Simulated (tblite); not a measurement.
[C9H21N3NaO3]+ (cation solvate), SMILES CN(C)C=O.CN(C)C=O.CN(C)C=O.[Na+] at step 1 of a GFN2-xTB optimisation (tblite, gas phase), coordinates in Å:

```
  1 C    -4.047    1.815   -1.036
  2 N    -3.776    0.382   -1.168
  3 C    -4.816   -0.390   -1.850
  4 C    -2.681   -0.162   -0.697
  5 O    -1.765    0.406   -0.102
  6 C     2.081   -3.270    2.613
  7 N     1.121   -2.591    3.488
  8 C     0.979   -3.166    4.828
  9 C     0.439   -1.544    3.094
 10 O     0.494   -0.996    1.987
 11 C     3.729    2.385   -1.459
 12 N     2.559    2.171   -2.313
 13 C     2.713    2.599   -3.703
 14 C     1.449    1.630   -1.852
 15 O     1.233    1.251   -0.701
 16 Na   -0.062    0.370    0.775
 17 H    -4.965    1.970   -0.468
 18 H    -3.222    2.306   -0.512
 19 H    -4.152    2.263   -2.025
 20 H    -4.944   -0.013   -2.866
 21 H    -4.531   -1.444   -1.897
 22 H    -5.761   -0.304   -1.310
 23 H    -2.607   -1.260   -0.855
 24 H     1.778   -4.310    2.469
 25 H     2.124   -2.769    1.642
 26 H     3.071   -3.238    3.071
 27 H     1.940   -3.132    5.350
 28 H     0.243   -2.600    5.405
 29 H     0.644   -4.204    4.750
 30 H    -0.254   -1.132    3.860
 31 H     3.975    3.449   -1.427
 32 H     3.522    2.040   -0.442
 33 H     4.581    1.830   -1.857
 34 H     3.537    2.050   -4.167
 35 H     1.796    2.402   -4.265
 36 H     2.927    3.672   -3.744
 37 H     0.646    1.531   -2.617
```

Tight-binding distances from s-block cations to their ligands are unreliable.

What are the forces on the atoms (eV/Å)?


```
  1 C     0.20   -0.33    0.04
  2 N    -0.86    0.40   -0.34
  3 C     0.48    0.17    0.26
  4 C     0.75   -0.41    0.41
  5 O    -0.63    0.00   -0.29
  6 C    -0.27    0.27    0.17
  7 N     0.46   -0.77    0.32
  8 C    -0.02    0.27   -0.45
  9 C    -0.41    0.76   -0.48
 10 O     0.11   -0.53    0.76
 11 C    -0.32   -0.09   -0.13
 12 N     0.63    0.34   -0.25
 13 C    -0.14   -0.18    0.43
 14 C    -0.64   -0.31    0.43
 15 O     0.16    0.16   -0.40
 16 Na    0.39    0.26   -0.33
 17 H     0.01   -0.04   -0.06
 18 H    -0.07   -0.25   -0.09
 19 H    -0.04   -0.03    0.02
 20 H    -0.04    0.00    0.06
 21 H    -0.01    0.19    0.03
 22 H     0.07    0.04   -0.05
 23 H    -0.15    0.21   -0.08
 24 H     0.04    0.09    0.05
 25 H    -0.14    0.00    0.24
 26 H    -0.05   -0.05   -0.01
 27 H    -0.11   -0.04   -0.09
 28 H     0.14   -0.08   -0.15
 29 H     0.09    0.10    0.01
 30 H     0.20   -0.18   -0.08
 31 H    -0.02   -0.08   -0.05
 32 H    -0.13    0.01   -0.26
 33 H    -0.06    0.06    0.00
 34 H    -0.06    0.09    0.05
 35 H     0.16    0.01    0.16
 36 H     0.02   -0.14    0.04
 37 H     0.27    0.06    0.11
```
